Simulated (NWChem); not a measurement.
Program: NWChem. System: C₄H₅NSi, charge 0, spin multiplicity 1, at a geometry optimised with PBE/def2-SVP. The structure started from a generated list of species. Level: RHF/def2-SVP.

Input file:

```
start mol
memory heap 200 mb stack 800 mb global 1000 mb
geometry units angstroms nocenter noautoz
  C     -3.014590    -0.218755     0.000000
  C     -1.788399    -0.272551     0.000000
  C     -0.369013    -0.220874     0.000000
  N      0.431849    -1.261499     0.000000
  C      1.797009    -0.664260     0.000000
  Si     1.017194     1.094841     0.000000
  H     -4.095773    -0.194189     0.000000
  H      2.374545    -0.986027     0.893052
  H      2.374545    -0.986027    -0.893052
  H      1.166493     1.963806    -1.222899
  H      1.166493     1.963806     1.222899
  symmetry group Cs
end
basis spherical
  * library def2-svp
end
scf
  rhf
  nopen 0
  maxiter 100
  thresh 1e-7
  semidirect memsize 60000000 filesize 0
end
task scf energy
```

Part of the output:

```
             Northwest Computational Chemistry Package (NWChem) 7.3.0
             --------------------------------------------------------

                                NWChem Input Module
                                -------------------

 Scaling coordinates for geometry "geometry" by  1.889725989
 (inverse scale =  0.529177249)

 Turning off AUTOSYM since
 SYMMETRY directive was detected!

                             Geometry "geometry" -> ""
                             -------------------------

 Output coordinates in angstroms (scale by  1.889725989 to convert to a.u.)

  No.       Tag          Charge          X              Y              Z
 ---- ---------------- ---------- -------------- -------------- --------------
    1 C                    6.0000    -3.01459000    -0.21875500     0.00000000
    2 C                    6.0000    -1.78839900    -0.27255100     0.00000000
    3 C                    6.0000    -0.36901300    -0.22087400     0.00000000
    4 N                    7.0000     0.43184900    -1.26149900     0.00000000
    5 C                    6.0000     1.79700900    -0.66426000     0.00000000
    6 Si                  14.0000     1.01719400     1.09484100     0.00000000
    7 H                    1.0000    -4.09577300    -0.19418900     0.00000000
    8 H                    1.0000     2.37454500    -0.98602700     0.89305200
    9 H                    1.0000     2.37454500    -0.98602700    -0.89305200
   10 H                    1.0000     1.16649300     1.96380600    -1.22289900
   11 H                    1.0000     1.16649300     1.96380600     1.22289900

 Effective nuclear repulsion energy (a.u.)     241.6160579363

            Nuclear Dipole moment (a.u.)
            ----------------------------
        X                 Y               Z
 ---------------- ---------------- ----------------
     0.0000075589     0.0000188973     0.0000000000

      Symmetry information
      --------------------

 Group name             Cs
 Group number              2
 Group order               2
 No. of unique centers     9

      Symmetry unique atoms
[...]
              MO Center= -6.3D-01, -4.4D-01,  1.1D-15, r^2= 4.1D+00
   Bfn.  Coefficient  Atom+Function         Bfn.  Coefficient  Atom+Function
  ----- ------------  ---------------      ----- ------------  ---------------
    51      0.462485   4 N  pz                9      0.403301   1 C  pz
    48     -0.360336   4 N  pz               83     -0.356468   6 Si pz
    37     -0.337849   3 C  pz               34     -0.282933   3 C  pz
   105     -0.263854  10 H  s               110      0.263854  11 H  s
     6      0.244399   1 C  pz               23     -0.245229   2 C  pz

 Vector   27  Occ=0.000000D+00  E= 1.198170D-01  Symmetry=a'
              MO Center=  1.1D+00,  1.2D+00,  2.5D-15, r^2= 4.4D+00
   Bfn.  Coefficient  Atom+Function         Bfn.  Coefficient  Atom+Function
  ----- ------------  ---------------      ----- ------------  ---------------
    81     -1.233483   6 Si px               59      1.126413   5 C  s
    31     -0.838822   3 C  s                36     -0.397305   3 C  py
    95     -0.270797   8 H  s               100     -0.270797   9 H  s
    45     -0.268700   4 N  s                64      0.267203   5 C  py
    21      0.183936   2 C  px               17      0.182744   2 C  s

 Vector   28  Occ=0.000000D+00  E= 1.628552D-01  Symmetry=a'
              MO Center=  4.7D-01,  4.9D-01, -8.1D-16, r^2= 7.2D+00
   Bfn.  Coefficient  Atom+Function         Bfn.  Coefficient  Atom+Function
  ----- ------------  ---------------      ----- ------------  ---------------
    59      1.620878   5 C  s                82      1.606818   6 Si py
   105     -0.616156  10 H  s               110     -0.616156  11 H  s
    21      0.606315   2 C  px               95     -0.585505   8 H  s
   100     -0.585505   9 H  s                 3      0.488081   1 C  s
    35      0.467440   3 C  px                8     -0.365669   1 C  py

 center of mass
 --------------
 x =  -0.05936658 y =  -0.03533468 z =   0.00000000

 moments of inertia (a.u.)
 ------------------
         276.847926258125         -87.807813535305           0.000000000000
         -87.807813535305         910.335143380296           0.000000000000
           0.000000000000           0.000000000000        1154.172626084287

  Mulliken analysis of the total density
  --------------------------------------

    Atom       Charge   Shell Charges
 -----------   ------   -------------------------------------------------------
    1 C    6     6.31   1.99  0.88  0.52  1.92  0.97  0.03
    2 C    6     5.78   1.99  0.90  0.17  1.97  0.71  0.04
    3 C    6     6.21   1.99  0.91  0.33  1.97  0.94  0.07
    4 N    7     7.32   1.99  1.04  0.68  2.22  1.35  0.04
    5 C    6     6.16   1.99  0.87  0.32  1.99  0.94  0.05
    6 Si  14    13.24   2.00  1.99  0.96  0.15  5.94  1.20  0.75  0.25
    7 H    1     0.90   0.72  0.15  0.03
    8 H    1     0.92   0.74  0.16  0.02
    9 H    1     0.92   0.74  0.16  0.02
   10 H    1     1.12   0.73  0.38  0.01
   11 H    1     1.12   0.73  0.38  0.01

       Multipole analysis of the density wrt the origin
       ------------------------------------------------

     L   x y z        total         open         nuclear
     -   - - -        -----         ----         -------
     0   0 0 0      0.000000      0.000000     50.000000

     1   1 0 0      0.260049      0.000000      0.000008
     1   0 1 0      0.886993      0.000000      0.000019
     1   0 0 1     -0.000000      0.000000      0.000000

     2   2 0 0    -24.439757      0.000000    501.641462
     2   1 1 0     -0.129896      0.000000     45.282166
     2   1 0 1     -0.000000      0.000000      0.000000
     2   0 2 0    -35.907383      0.000000    147.447089
     2   0 1 1     -0.000000      0.000000      0.000000
     2   0 0 2    -33.300364      0.000000     16.377071

 Task  times  cpu:        3.3s     wall:        3.3s

 Total times  cpu:        3.4s     wall:        3.4s
```
